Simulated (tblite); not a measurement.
A geometry optimisation, step by step.

Species: C13H12.
Atom-mapped SMILES: `[CH:1]#[C:2][C@@:3]1([CH3:4])[CH2:5][C@@:6]12[CH:7]=[CH:8][CH:9]=[C:10]2[C:11]#[C:12][CH3:13]` (hydrogens: H14 on C1; H15, H16, H17 on C4; H18, H19 on C5; H20 on C7; H21 on C8; H22 on C9; H23, H24, H25 on C13)

Computed with GFN2-xTB (tblite), gas phase: L-BFGS steps from a force-field or distance-geometry start until the largest atomic force falls under 0.01 eV/Å. 7 of its 115 geometries are shown.

Step 0: E = -918.6358 eV, largest atomic force 2.436 eV/Å
```
atom  x, y, z in Å  |  force x, y, z in eV/Å
C1     -2.573    2.110   -2.253   -0.108   0.129  -0.124
C2     -1.885    1.586   -1.417    0.483  -0.166   0.477
C3     -1.056    0.943   -0.385   -1.715   0.935   0.621
C4     -0.183    1.848    0.458   -0.633   0.729   1.142
C5     -1.768   -0.081    0.520   -0.985   0.610  -0.218
C6     -0.793   -0.507   -0.542   -0.007  -0.606   0.176
C7     -1.341   -1.323   -1.633   -0.185   0.123  -0.445
C8     -0.461   -2.281   -1.905    0.896  -1.221  -0.492
C9      0.705   -2.170   -1.037   -0.767  -0.642  -1.114
C10     0.496   -1.119   -0.234    1.850   0.339   1.548
C11     1.466   -0.719    0.751   -0.100   0.371   0.226
C12     2.291   -0.372    1.573   -0.049  -0.059  -0.216
C13     3.288    0.077    2.566    0.568  -0.220  -0.932
H14    -3.187    2.593   -2.990    0.529  -0.437   0.617
H15    -0.043    1.401    1.493    0.297   0.406  -1.457
H16    -0.782    2.782    0.668    0.639  -0.667  -0.414
H17     0.761    2.125   -0.001   -0.018  -0.110   0.090
H18    -1.485   -0.102    1.590   -0.325  -0.120  -0.958
H19    -2.834   -0.282    0.269    0.927   0.039   0.512
H20    -2.281   -1.218   -2.149    0.030   0.356   0.305
H21    -0.578   -3.057   -2.665    0.092   0.302   0.370
H22     1.546   -2.834   -1.077    0.058   0.049   0.085
H23     4.121    0.670    2.069   -0.947  -0.722   0.348
H24     2.801    0.754    3.264    0.039  -0.190   0.196
H25     3.766   -0.798    3.078   -0.568   0.773  -0.344
```

Step 19: E = -919.2131 eV, largest atomic force 0.122 eV/Å
```
atom  x, y, z in Å  |  force x, y, z in eV/Å
C1     -2.533    2.098   -2.192    0.018  -0.027   0.030
C2     -1.917    1.568   -1.312   -0.022   0.040  -0.028
C3     -1.167    0.954   -0.258   -0.041  -0.016   0.025
C4     -0.196    1.894    0.425    0.014  -0.058  -0.041
C5     -1.831   -0.108    0.549    0.003  -0.069  -0.026
C6     -0.798   -0.521   -0.491   -0.031  -0.039   0.037
C7     -1.293   -1.294   -1.643    0.006   0.058  -0.033
C8     -0.416   -2.275   -1.926   -0.009   0.047  -0.011
C9      0.706   -2.169   -1.041    0.026  -0.004   0.043
C10     0.511   -1.133   -0.183    0.000   0.011   0.043
C11     1.419   -0.705    0.790   -0.053  -0.003  -0.016
C12     2.259   -0.356    1.579    0.056   0.053   0.076
C13     3.252    0.079    2.531    0.010  -0.019   0.017
H14    -3.076    2.553   -2.965   -0.016   0.018  -0.018
H15     0.142    1.484    1.372   -0.021  -0.048   0.010
H16    -0.693    2.846    0.613    0.045  -0.021  -0.044
H17     0.681    2.064   -0.196   -0.008   0.075  -0.063
H18    -1.573   -0.209    1.594    0.038   0.024  -0.064
H19    -2.846   -0.384    0.302   -0.033   0.043   0.109
H20    -2.227   -1.084   -2.125   -0.076  -0.008  -0.020
H21    -0.513   -3.032   -2.681   -0.010  -0.002  -0.081
H22     1.567   -2.808   -1.056    0.065  -0.062  -0.016
H23     4.048    0.622    2.019   -0.025   0.006   0.019
H24     2.799    0.732    3.280    0.043  -0.029  -0.010
H25     3.685   -0.792    3.024    0.022   0.029   0.062
```

Step 38: E = -919.2410 eV, largest atomic force 0.061 eV/Å
```
atom  x, y, z in Å  |  force x, y, z in eV/Å
C1     -2.552    2.090   -2.187   -0.036   0.012  -0.029
C2     -1.967    1.533   -1.302    0.058  -0.015   0.011
C3     -1.194    0.930   -0.258   -0.018   0.002  -0.008
C4     -0.173    1.874    0.337    0.000   0.014  -0.009
C5     -1.822   -0.106    0.608    0.000  -0.023   0.002
C6     -0.836   -0.556   -0.455    0.008   0.027   0.009
C7     -1.302   -1.294   -1.637   -0.016   0.006   0.015
C8     -0.383   -2.222   -1.964   -0.021   0.006  -0.014
C9      0.714   -2.146   -1.045    0.024   0.013  -0.014
C10     0.483   -1.151   -0.147   -0.002   0.009   0.016
C11     1.372   -0.741    0.855    0.029   0.014   0.019
C12     2.214   -0.390    1.642   -0.017  -0.021   0.002
C13     3.228    0.064    2.566   -0.007  -0.004   0.007
H14    -3.078    2.566   -2.960   -0.015  -0.023   0.026
H15     0.248    1.456    1.246    0.016   0.016   0.005
H16    -0.652    2.825    0.567    0.000   0.001   0.013
H17     0.634    2.058   -0.367    0.028   0.019  -0.033
H18    -1.489   -0.167    1.634   -0.013  -0.007  -0.001
H19    -2.856   -0.375    0.453   -0.001   0.024  -0.002
H20    -2.233   -1.079   -2.128   -0.026  -0.021  -0.009
H21    -0.431   -2.915   -2.783   -0.030  -0.037  -0.026
H22     1.583   -2.776   -1.070    0.040  -0.009  -0.019
H23     4.000    0.605    2.017    0.009  -0.006   0.036
H24     2.796    0.729    3.314   -0.009   0.004   0.006
H25     3.686   -0.786    3.072    0.001   0.000  -0.002
```

Step 57: E = -919.2577 eV, largest atomic force 0.112 eV/Å
```
atom  x, y, z in Å  |  force x, y, z in eV/Å
C1     -2.627    2.028   -2.157   -0.024   0.002  -0.007
C2     -1.976    1.505   -1.298    0.018  -0.010  -0.047
C3     -1.156    0.931   -0.275   -0.053  -0.006  -0.014
C4     -0.106    1.894    0.231   -0.037  -0.007   0.023
C5     -1.779   -0.063    0.642    0.021  -0.048  -0.007
C6     -0.836   -0.576   -0.426    0.053   0.077  -0.062
C7     -1.327   -1.314   -1.599   -0.009  -0.026   0.032
C8     -0.382   -2.192   -1.990    0.009   0.018   0.002
C9      0.750   -2.093   -1.112   -0.005   0.018  -0.011
C10     0.507   -1.145   -0.167   -0.013  -0.017   0.023
C11     1.385   -0.758    0.856    0.023   0.008  -0.011
C12     2.189   -0.437    1.694   -0.003   0.028  -0.039
C13     3.170    0.020    2.653   -0.014  -0.018  -0.009
H14    -3.210    2.477   -2.905   -0.007  -0.009   0.005
H15     0.425    1.472    1.076    0.044  -0.020   0.038
H16    -0.595    2.817    0.542    0.017   0.024  -0.005
H17     0.610    2.129   -0.554    0.006   0.001  -0.022
H18    -1.433   -0.111    1.663    0.016   0.026   0.007
H19    -2.826   -0.294    0.505    0.007  -0.024   0.046
H20    -2.292   -1.136   -2.035    0.029  -0.011  -0.024
H21    -0.435   -2.871   -2.823   -0.030   0.013   0.016
H22     1.648   -2.678   -1.202   -0.029   0.009   0.026
H23     3.955    0.570    2.131   -0.013  -0.005   0.038
H24     2.708    0.678    3.390    0.009  -0.024  -0.009
H25     3.622   -0.828    3.167   -0.017   0.000   0.009
```

Step 76: E = -919.2749 eV, largest atomic force 0.059 eV/Å
```
atom  x, y, z in Å  |  force x, y, z in eV/Å
C1     -2.755    1.940   -2.127    0.012  -0.023   0.053
C2     -2.036    1.481   -1.285   -0.020   0.014  -0.050
C3     -1.139    0.958   -0.299   -0.005   0.003  -0.003
C4     -0.053    1.933    0.094   -0.013   0.015  -0.032
C5     -1.670   -0.018    0.692    0.010  -0.023  -0.013
C6     -0.802   -0.547   -0.431    0.002  -0.012  -0.030
C7     -1.337   -1.312   -1.566   -0.003   0.002  -0.004
C8     -0.391   -2.166   -2.003    0.025   0.008   0.007
C9      0.779   -2.039   -1.180    0.000  -0.003  -0.008
C10     0.559   -1.093   -0.227    0.006  -0.013  -0.003
C11     1.432   -0.727    0.806    0.001  -0.001  -0.029
C12     2.188   -0.428    1.696    0.019  -0.008   0.022
C13     3.084   -0.055    2.767   -0.002   0.005   0.012
H14    -3.400    2.334   -2.854    0.005   0.004   0.010
H15     0.604    1.495    0.839   -0.003   0.024   0.005
H16    -0.502    2.839    0.497   -0.022   0.009   0.015
H17     0.536    2.204   -0.780    0.039   0.013  -0.014
H18    -1.232   -0.020    1.679    0.005  -0.008   0.003
H19    -2.719   -0.272    0.661   -0.008  -0.009  -0.001
H20    -2.318   -1.152   -1.972   -0.002  -0.003   0.012
H21    -0.472   -2.852   -2.829   -0.011   0.033   0.029
H22     1.683   -2.607   -1.307   -0.017  -0.010   0.029
H23     3.929    0.513    2.374   -0.007  -0.012  -0.027
H24     2.559    0.563    3.497   -0.003  -0.007   0.018
H25     3.464   -0.947    3.266   -0.006   0.001   0.001
```

Step 95: E = -919.2785 eV, largest atomic force 0.014 eV/Å
```
atom  x, y, z in Å  |  force x, y, z in eV/Å
C1     -2.789    1.934   -2.107   -0.006  -0.003   0.010
C2     -2.045    1.480   -1.285   -0.006  -0.002  -0.009
C3     -1.129    0.968   -0.311    0.004   0.010   0.002
C4     -0.059    1.965    0.073    0.007  -0.001  -0.001
C5     -1.639   -0.015    0.685   -0.001  -0.011  -0.006
C6     -0.779   -0.532   -0.450   -0.006  -0.009   0.001
C7     -1.325   -1.305   -1.574   -0.001   0.003  -0.001
C8     -0.388   -2.174   -2.001    0.007  -0.005   0.000
C9      0.783   -2.051   -1.180    0.001  -0.004   0.008
C10     0.577   -1.088   -0.243   -0.002   0.006   0.002
C11     1.446   -0.723    0.793    0.000   0.000  -0.006
C12     2.183   -0.436    1.704    0.004   0.000   0.009
C13     3.071   -0.075    2.784    0.005  -0.001   0.004
H14    -3.447    2.324   -2.824   -0.006   0.006   0.003
H15     0.601    1.550    0.829    0.004  -0.002  -0.005
H16    -0.529    2.866    0.466   -0.002  -0.001  -0.002
H17     0.532    2.239   -0.799    0.003  -0.005   0.003
H18    -1.186   -0.018    1.666    0.000   0.004   0.000
H19    -2.685   -0.282    0.669   -0.013   0.002  -0.004
H20    -2.309   -1.146   -1.973    0.006   0.010  -0.004
H21    -0.481   -2.867   -2.817   -0.003  -0.001   0.003
H22     1.673   -2.644   -1.289    0.006   0.004   0.003
H23     3.920    0.490    2.397    0.004   0.003   0.001
H24     2.546    0.538    3.518   -0.004   0.002  -0.005
H25     3.445   -0.972    3.279   -0.001  -0.005  -0.004
```

Step 114: E = -919.2795 eV, largest atomic force 0.009 eV/Å
```
atom  x, y, z in Å  |  force x, y, z in eV/Å
C1     -2.822    1.940   -2.084   -0.001   0.001   0.002
C2     -2.053    1.484   -1.286    0.001  -0.004   0.005
C3     -1.127    0.972   -0.321    0.006  -0.001   0.000
C4     -0.055    1.967    0.057   -0.001  -0.001   0.001
C5     -1.639   -0.011    0.674   -0.002   0.000   0.001
C6     -0.776   -0.528   -0.458    0.004   0.004  -0.002
C7     -1.314   -1.303   -1.584   -0.002   0.002   0.002
C8     -0.377   -2.178   -1.997   -0.001  -0.008   0.004
C9      0.787   -2.057   -1.166    0.005   0.004   0.000
C10     0.578   -1.085   -0.239    0.000   0.002   0.003
C11     1.444   -0.719    0.800   -0.002  -0.002   0.000
C12     2.186   -0.439    1.708   -0.002   0.003   0.001
C13     3.074   -0.083    2.791   -0.003  -0.001   0.002
H14    -3.497    2.333   -2.784   -0.002   0.002  -0.004
H15     0.606    1.553    0.814   -0.003  -0.002  -0.003
H16    -0.521    2.872    0.446    0.001   0.004   0.001
H17     0.537    2.235   -0.817    0.002  -0.001   0.000
H18    -1.191   -0.014    1.657    0.004  -0.003  -0.003
H19    -2.687   -0.275    0.654   -0.004  -0.001  -0.001
H20    -2.291   -1.136   -1.998    0.000  -0.002   0.000
H21    -0.466   -2.877   -2.810   -0.003   0.003  -0.002
H22     1.676   -2.654   -1.263    0.001   0.001   0.001
H23     3.925    0.482    2.407   -0.004  -0.002   0.000
H24     2.548    0.528    3.525    0.003   0.003   0.000
H25     3.445   -0.983    3.283    0.001  -0.001  -0.004
```

Problem. Summarise the path.

Solution. The energy falls by 62.10 kJ/mol from step 0 to step 114; nine tenths of that is first reached at step 20. It falls at every step. The largest force goes from 2.436 to 0.009 eV/Å. Among the bonds C3–C6 changes most, from 1.482 to 1.546 Å; the atoms move by 0.381 Å rms after alignment.

What follows is the cost of the whole relaxation. Hardware: an AMD EPYC with 2 threads, shared host with 64 logical CPUs at a one-minute load of 54. Cost: 4.5 s wall, 6.7 s CPU.
